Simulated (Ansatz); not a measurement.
Ideal-gas functions of C₂H₄AlClSi (`C#C[SiH2][AlH][Cl]`) at 298.15 K and 1 bar, from an Ansatz frequency run at PBE0-D4/def2-TZVP.

Molar mass 118.58 g/mol, point group Cs (symmetry number 1), electronic degeneracy 1, moments of inertia 58.082, 582.702, 634.945 u Å². Harmonic wavenumbers (cm⁻¹, unscaled): 15, 59, 128, 228, 293, 319, 402, 476, 527, 616, 642, 712, 719, 734, 776, 920, 1949, 2153, 2209, 2214, 3465.

Use S(trans) = R[1.5 ln M + 2.5 ln T − 1.1517]; rotational temperatures θ = 24.2544 K / I; S(rot) = R[ln(√π/σ · √(T³/θAθBθC)) + 1.5]; for each mode x = 1.438777 ν̃/T, S = R[x/(eˣ − 1) − ln(1 − e⁻ˣ)] and H = RT x/(eˣ − 1); 1 cm⁻¹ = 0.0119627 kJ/mol; R = 8.31446 J/(mol·K).

Q: By hand: the entropy, in J/(mol·K).

A: Translation 168.4. Rotation: θ = 0.4176, 0.0416, 0.0382 K, giving 118.7. Vibration, mode by mode: 30.15, 18.79, 12.45, 7.93, 6.09, 5.50, 4.00, 3.02, 2.49, 1.77, 1.60, 1.22, 1.19, 1.12, 0.95, 0.54, 0.01, 0.00, 0.00, 0.00, 0.00, in all 98.8. Electronic 0.0. Sum 385.9 J/(mol·K).

Q: By hand: H − E and G − E in kJ/mol, counted from the electronic energy.

A: Zero-point energy ½ × 19556 × 0.0119627 = 117.0; thermal vibration 13.8; translation, rotation and pV give 4 RT = 9.9. H − E = 140.7 kJ/mol, and G − E = 140.7 − 298.15 × 385.9/1000 = 25.6 kJ/mol.

Vibration gives 26 % of the entropy, 61.4 J/(mol·K) of it from the modes under 150 cm⁻¹: soft modes count most, and the harmonic formula is weakest for them. The sum counts one conformer and one mirror image; others add a mixing term.
